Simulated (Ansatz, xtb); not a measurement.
# Isomers of ClH2OSiSn in order of energy

5 gas-phase structures of ClH2OSiSn, found in a search over its isomers (lower ones may exist). Each was relaxed with GFN2-xTB; where two conformers were screened, the lower at r2SCAN-D4/def2-SVP is listed:

A. a doublet given by its coordinates
B. `[SiH2][O][Sn][Cl]`, a doublet
C. `O=[SiH][SnH][Cl]`, a doublet
D. `Cl[SiH][O][SnH]`, a doublet
E. a doublet given by its coordinates

A (Å):

```xyz
6

Cl   -1.4289   -0.6770    2.7518
O    -1.3375    0.4265   -0.7045
Si   -0.3276    1.5434   -0.2921
Sn   -2.5120    0.8494    1.3197
H     0.9936    1.1620    0.1918
H    -0.3562    2.7852   -1.0615
```

Close contacts (Å): Cl1–Sn4 2.36, O2–Si3 1.56, O2–Sn4 2.38, Si3–Sn4 2.80, Si3–H5 1.46, Si3–H6 1.46.

E (Å):

```xyz
6

Cl   -2.8600    1.7065   -2.3987
O    -1.3788   -1.5942    1.2808
Si   -2.1873   -0.3833    0.5262
Sn   -1.4095   -0.1153   -1.8594
H    -1.5335   -1.8555    2.1845
H    -3.1091    0.1016    1.5797
```

Close contacts (Å): Cl1–Sn4 2.39, O2–Si3 1.64, Si3–Sn4 2.52, O2–H5 0.95, Si3–H6 1.48.

Problem. Which do you expect lowest at r2SCAN-D4/def2-SVP, and how would the others follow?

Solution. Calculated order at r2SCAN-D4/def2-SVP: A (0.0), E (0.7), B (1.3), D (9.9), C (38.1) kcal/mol. Less than 1 kcal/mol parts A and E; E and B, so the order within those pairs means little. CCSD(T)/def2-SVP + ΔMP2/def2-TZVPP after further relaxation puts B lowest instead.

Energies above the lowest of each column, in kcal/mol; the last columns are at PBE0-D3(BJ)/def2-SVP geometries and were run for some of them only (a dash: not run or not comparable):

```
structure  GFN2-xTB  HF/STO-3G  r2SCAN-D4/def2-SVP  PBE0-D3(BJ)/def2-SVP  CCSD(T)/def2-SVP + ΔMP2/def2-TZVPP
        A       2.5        5.3                 0.0                   3.1                                 3.6
        E      10.1        0.0                 0.7                   3.3                                 6.8
        B       0.0        9.6                 1.3                   0.0                                 0.0
        D      20.5       18.9                 9.9                     –                                   –
        C      11.5       21.2                38.1                     –                                   –
```

CCSD(T)/def2-SVP + ΔMP2/def2-TZVPP puts B lowest of those it was run on; HF/STO-3G picks E, r2SCAN-D4/def2-SVP picks A. CCSD(T)/def2-SVP + ΔMP2/def2-TZVPP orders those it was run on as B (0.0), A (3.6), E (6.8) kcal/mol. Some further structures that were screened fall inside this span and aren't listed. Flexible structures stand in one conformer each, not always the lowest. Frequencies (PBE0-D3(BJ)/def2-SVP) were run for A, B, E alone. The ΔMP2 step shifts differences by up to 3.4 kcal/mol, which makes them less sure. Open shells are spin-unrestricted, some with notable spin contamination. Atoms past krypton carry core potentials in the def2 sets, without spin–orbit terms. ΔMP2 is the change of the MP2 energy from the smaller to the larger basis.

Over these structures GFN2-xTB departs from r2SCAN-D4/def2-SVP by 10.3 kcal/mol on average once a common shift is removed. A GFN2-xTB relaxation took about 0.31 s and the r2SCAN-D4/def2-SVP energy about 3 s on a shared host (Ansatz 0.2.0, xtb 6.7.1).
